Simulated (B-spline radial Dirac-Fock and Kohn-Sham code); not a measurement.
# Two-hole binding energies of Ce⁴⁺

System: the Ce⁴⁺ ion, [Kr] 4d10 5s2 5p6.

These are calculated numbers from a radial atomic solver; the model is Dirac-Fock (average of configuration) total-energy differences with a finite nucleus, the Breit interaction including its frequency dependence, and self-energy and vacuum-polarisation corrections. U is the two-hole binding energy less the two single-hole energies, the effective repulsion of the holes after relaxation. Each two-hole energy is an average over J within one jj subconfiguration.

| holes | E(a) (eV) | E(b) (eV) | E(ab) (eV) | U (eV) |
| --- | --- | --- | --- | --- |
| 1s⁻² | 40497.8 | 40497.8 | 81979.3 | 983.7 |
| 2s⁻¹ 2p1/2⁻¹ | 6613.1 | 6222.9 | 12992.2 | 156.1 |
| 2p1/2⁻² | 6222.9 | 6222.9 | 12652.4 | 206.5 |
| 2p3/2⁻² | 5781.9 | 5781.9 | 11745.2 | 181.4 |
| 2s⁻¹ 3p1/2⁻¹ | 6613.1 | 1335.5 | 8023.3 | 74.7 |
| 2s⁻¹ 3p3/2⁻¹ | 6613.1 | 1247.1 | 7931.9 | 71.7 |
| 2p1/2⁻¹ 3s⁻¹ | 6222.9 | 1500.4 | 7795.6 | 72.4 |
| 2s⁻¹ 3d5/2⁻¹ | 6613.1 | 943.5 | 7633.9 | 77.2 |
| 2p3/2⁻¹ 3s⁻¹ | 5781.9 | 1500.4 | 7354.1 | 71.8 |
| 2p1/2⁻¹ 3d3/2⁻¹ | 6222.9 | 961.9 | ? | ? |
| 2p3/2⁻¹ 3d5/2⁻¹ | 5781.9 | 943.5 | 6802.0 | 76.5 |
| 3p1/2⁻¹ 3p3/2⁻¹ | 1335.5 | 1247.1 | 2637.8 | 55.3 |
| 3p3/2⁻² | 1247.1 | 1247.1 | 2549.8 | 55.6 |
| 5p1/2⁻² | 67.88 | 67.88 | 150.1 | 14.3 |

Q: Give the missing two-hole energy and U.

A: E(ab) = 7261.7 eV and U = 76.9 eV.
